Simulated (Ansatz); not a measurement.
Ideal-gas functions of C2H5BO, SMILES `CBC=O` at 400 K and 1 bar, from an Ansatz frequency run at PBE0-D4/def2-TZVP.

Molar mass 55.87 g/mol, point group C1 (symmetry number 1), electronic degeneracy 1, moments of inertia 21.914, 113.071, 120.173 u Å². Harmonic wavenumbers (cm⁻¹, unscaled): 75, 105, 186, 298, 568, 772, 782, 921, 1017, 1051, 1209, 1315, 1406, 1425, 1466, 1759, 2605, 2830, 3005, 3098, 3148.

Use S(trans) = R[1.5 ln M + 2.5 ln T − 1.1517]; rotational temperatures θ = 24.2544 K / I; S(rot) = R[ln(√π/σ · √(T³/θAθBθC)) + 1.5]; for each mode x = 1.438777 ν̃/T, S = R[x/(eˣ − 1) − ln(1 − e⁻ˣ)] and H = RT x/(eˣ − 1); 1 cm⁻¹ = 0.0119627 kJ/mol; R = 8.31446 J/(mol·K).

Question: By hand: the entropy, in J/(mol·K).

Answer: Translation 165.1. Rotation: θ = 1.1068, 0.2145, 0.2018 K, giving 104.6. Vibration, mode by mode: 19.23, 16.46, 11.81, 8.12, 3.68, 2.07, 2.01, 1.35, 1.02, 0.93, 0.58, 0.42, 0.32, 0.30, 0.27, 0.11, 0.01, 0.00, 0.00, 0.00, 0.00, in all 68.7. Electronic 0.0. Sum 338.4 J/(mol·K).

Question: By hand: H − E and G − E in kJ/mol, counted from the electronic energy.

Answer: Zero-point energy ½ × 29041 × 0.0119627 = 173.7; thermal vibration 13.8; translation, rotation and pV give 4 RT = 13.3. H − E = 200.8 kJ/mol, and G − E = 200.8 − 400 × 338.4/1000 = 65.4 kJ/mol.

Vibration gives 20 % of the entropy, 35.7 J/(mol·K) of it from the modes under 150 cm⁻¹: soft modes count most, and the harmonic formula is weakest for them. The sum counts one conformer and one mirror image; others add a mixing term.
